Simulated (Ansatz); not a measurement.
Geometry optimisation, Ansatz, RKS PBE0/def2-SVP.

Input:

```yaml
crystal:
  periodic: [false, false, false]
  atoms:
    - { symbol: C, position_ang: [-0.8114, -0.3654, 1.4422] }
    - { symbol: C, position_ang: [-0.1176, -0.4779, 0.1062] }
    - { symbol: "N", position_ang: [1.1859, -1.0251, 0.3262] }
    - { symbol: Ge, position_ang: [0.1149, 1.2788, -0.7671] }
    - { symbol: O, position_ang: [0.8712, 1.0744, -2.3557] }
    - { symbol: H, position_ang: [-0.298, 0.3649, 2.1149] }
    - { symbol: H, position_ang: [-0.9556, -1.3094, 1.9203] }
    - { symbol: H, position_ang: [-1.8306, 0.1246, 1.2448] }
    - { symbol: H, position_ang: [-0.6871, -1.135, -0.5193] }
    - { symbol: H, position_ang: [1.6877, -1.1478, -0.5643] }
    - { symbol: H, position_ang: [1.1005, -1.9884, 0.7574] }
    - { symbol: H, position_ang: [0.8779, 2.2321, 0.1584] }
    - { symbol: H, position_ang: [-1.424, 1.8827, -1.0072] }
    - { symbol: H, position_ang: [0.2733, 0.4624, -2.828] }
basis:
  gaussian: { orbitals: def2-SVP }
hamiltonian:
  xc: pbe0
relax:
  f_tol: 0.015
  max_steps: 40
```

Run as:

```bash
$ ansatz run input.yaml --threads 2 --pin off --max-ram 3072MiB --backend cpu --events-out ev --progress --plain --runs-dir out
```

Where does it end, and by what steps?

The forces met the threshold. The force dipped under the threshold on the way, but the program's further checks kept it going. After 36 steps the energy has fallen by 0.473 eV; H14 moved furthest, 1.28 Å.

```json
{"step": "0", "energy less start (eV)": "0.0000", "largest force component (eV/Å)": "3.018", "accepted": "yes"}
{"step": "2", "energy less start (eV)": "-0.4116", "largest force component (eV/Å)": "0.546", "accepted": "yes"}
{"step": "4", "energy less start (eV)": "-0.4295", "largest force component (eV/Å)": "0.079", "accepted": "yes"}
{"step": "6", "energy less start (eV)": "-0.4333", "largest force component (eV/Å)": "0.119", "accepted": "yes"}
{"step": "8", "energy less start (eV)": "-0.4348", "largest force component (eV/Å)": "0.095", "accepted": "yes"}
{"step": "10", "energy less start (eV)": "-0.4353", "largest force component (eV/Å)": "0.009", "accepted": "yes"}
{"step": "12", "energy less start (eV)": "-0.4355", "largest force component (eV/Å)": "0.037", "accepted": "yes"}
{"step": "14", "energy less start (eV)": "-0.4356", "largest force component (eV/Å)": "0.078", "accepted": "yes"}
{"step": "16", "energy less start (eV)": "-0.4352", "largest force component (eV/Å)": "0.095", "accepted": "no"}
{"step": "18", "energy less start (eV)": "-0.4359", "largest force component (eV/Å)": "0.028", "accepted": "yes"}
{"step": "20", "energy less start (eV)": "-0.4361", "largest force component (eV/Å)": "0.021", "accepted": "yes"}
{"step": "22", "energy less start (eV)": "-0.4368", "largest force component (eV/Å)": "0.356", "accepted": "no"}
{"step": "24", "energy less start (eV)": "-0.4385", "largest force component (eV/Å)": "0.222", "accepted": "yes"}
{"step": "26", "energy less start (eV)": "-0.4359", "largest force component (eV/Å)": "0.317", "accepted": "no"}
{"step": "28", "energy less start (eV)": "-0.4497", "largest force component (eV/Å)": "0.124", "accepted": "yes"}
{"step": "30", "energy less start (eV)": "-0.4653", "largest force component (eV/Å)": "0.082", "accepted": "yes"}
{"step": "32", "energy less start (eV)": "-0.4692", "largest force component (eV/Å)": "0.339", "accepted": "no"}
{"step": "34", "energy less start (eV)": "-0.4724", "largest force component (eV/Å)": "0.020", "accepted": "yes"}
{"step": "36", "energy less start (eV)": "-0.4726", "largest force component (eV/Å)": "0.012", "accepted": "yes"}
```

```xyz
14
Properties=species:S:1:pos:R:3
C -0.777 -0.306 1.576
C -0.237 -0.538 0.173
N 1.118 -1.055 0.218
Ge -0.142 1.130 -0.854
O 0.773 0.608 -2.306
H -0.124 0.378 2.140
H -0.820 -1.255 2.138
H -1.797 0.109 1.561
H -0.953 -1.192 -0.374
H 1.490 -1.151 -0.726
H 1.138 -1.980 0.647
H 0.646 2.237 -0.118
H -1.534 1.656 -1.276
H 1.207 1.331 -2.769
```

Time of the run: 3 min on 2 threads of Arm Neoverse V1, with other jobs on the host, peak memory 0.4 GiB.
